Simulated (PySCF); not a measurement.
Predicted microwave data (PBE0/pcSseg-1 in PySCF (dipole) on a GFN2-xTB geometry, gas phase) for one isomer of C9H10O2:

| Quantity | Value |
| --- | --- |
| Rotational constants | A = 1743, B = 931.4, C = 685.7 MHz |
| Dipole components | \|μa\| = 0.40 D, \|μb\| = 0.81 D, \|μc\| = 1.38 D |
| Inertial defect | -95.53 u·Å² |
| κ | -0.54 |

Question: Which candidate fits, each taken in the one conformer that was computed?
A. `[O:1]=[C:2]1[CH2:3][CH2:4][C@@H:5]([c:6]2[cH:7][cH:8][cH:9][o:10]2)[CH2:11]1` with C4–C5–C6–C7 85°, O1–C2–C3–C4 -172°, C2–C3–C4–C5 -29°, C3–C4–C5–C6 -82°, C4–C5–C11–C2 -32°
B. `[CH2:1]=[CH:2][C@@H:3]1[CH:4]=[CH:5][CH:6]=[C:7]1[O:8][C:9]([CH3:10])=[O:11]` with C1–C2–C3–C4 -129°, C6–C7–O8–C9 151°, C7–O8–C9–C10 177°
C. `[O:1]=[CH:2][O:3][CH2:4][C@@H:5]1[CH2:6][C:7]12[CH:8]=[CH:9][CH:10]=[CH:11]2` with O1–C2–O3–C4 1°, C2–O3–C4–C5 90°, O3–C4–C5–C6 -91°

Answer: B. It is C=C[C@@H]1C=CC=C1OC(C)=O, an asymmetric top, point group C1. The candidates at the same level (rigid rotor, commonest isotopes):

```json
{"SMILES": "O=COC[C@@H]1CC12C=CC=C2", "A (MHz)": "3174", "B (MHz)": "579.9", "C (MHz)": "570.1", "μa (D)": "0.04", "μb (D)": "1.18", "μc (D)": "1.15", "Δ (u·Å²)": "-144.18", "point group": "C1", "rotor": "near-prolate asymmetric top"}
{"SMILES": "C=C[C@@H]1C=CC=C1OC(C)=O", "A (MHz)": "1743", "B (MHz)": "931.4", "C (MHz)": "685.7", "μa (D)": "0.40", "μb (D)": "0.81", "μc (D)": "1.38", "Δ (u·Å²)": "-95.53", "point group": "C1", "rotor": "asymmetric top"}
{"SMILES": "O=C1CC[C@@H](c2ccco2)C1", "A (MHz)": "2434", "B (MHz)": "767.4", "C (MHz)": "687.0", "μa (D)": "1.64", "μb (D)": "1.89", "μc (D)": "0.25", "Δ (u·Å²)": "-130.61", "point group": "C1", "rotor": "near-prolate asymmetric top"}
```

`O=COC[C@@H]1CC12C=CC=C2` has A 82 % too high; `O=C1CC[C@@H](c2ccco2)C1` has A 40 % too high. No structure here is proved a minimum.
